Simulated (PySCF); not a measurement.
Deuteron quadrupole couplings in `Cc1cccc2[n-]nnc12`

Compound: C7H6N3 (charge -1).
Structure used (GFN2-xTB), in Å, numbered top down from 1:
```xyz
16
C7H6N3 angstrom
C      2.2766    0.3233   -0.1126
C      0.8229   -0.0497   -0.0399
C      0.3985   -1.3609   -0.0512
C     -0.9601   -1.7092    0.0059
C     -1.9490   -0.7577    0.0779
C     -1.5581    0.5808    0.0933
N     -2.2453    1.7432    0.1627
N     -1.3545    2.7096    0.1465
N     -0.1137    2.2851    0.0706
C     -0.1682    0.9335    0.0323
H      2.8843   -0.3399    0.5062
H      2.4028    1.3500    0.2226
H      2.6404    0.2525   -1.1409
H      1.1368   -2.1562   -0.1038
H     -1.2250   -2.7626   -0.0052
H     -2.9960   -1.0330    0.1241
```

Level: PBE0/pcSseg-1 (PySCF, non-relativistic); Q(2H) = 0.00286 b; rigid geometry, the same for H and D, with no vibrational averaging.

**Question.** What are Vzz, η and χzz (234.96 MHz × Q × Vzz) at all hydrogens?

**Answer.** 
```csv
atom,bonded to,bond length (Å),Vzz (au),η,χzz (kHz)
H11,C1,1.092,0.3131,0.01,210
H12,C1,1.087,0.3113,0.01,209
H13,C1,1.093,0.3113,0.01,209
H14,C3,1.086,0.3252,0.09,219
H15,C4,1.086,0.3261,0.08,219
H16,C5,1.084,0.3297,0.05,222
```

**Question.** How does χzz go with the bond length over the 6 C–H bonds?

**Answer.** A straight-line fit has a slope of -13.1 kHz for each 0.01 Å, with a correlation coefficient of -0.83, over lengths from 1.084 to 1.093 Å. The longer bonds have the smaller couplings here.

**Question.** A static deuteron (I = 1) shows a doublet split by (3/2)χ, (3/4)χ(1 + η) and (3/4)χ(1 − η) with the field along z, y and x of the gradient. What are these for H16?

**Answer.** With |χ| = 221.6 kHz and η = 0.053: 332, 175 and 157 kHz, to first order and without motion.

Isolated species at its GFN2-xTB geometry, gas phase. GFN2-xTB frequencies show an imaginary mode (20i cm⁻¹), so this geometry is no minimum at that level. The pcSseg-1 basis has no diffuse functions, a weakness for an anion. GFN2-xTB bond lengths can be off by several hundredths of an ångström, more for odd bonds, and the gradients follow them. With a basis this small, the couplings can be 20 % off.

The run behind these numbers computed NMR shieldings as well. Time: 29 s; peak memory 0.88 GiB. Hardware: one thread, Arm Neoverse V1 (aarch64), no GPU (shared host).
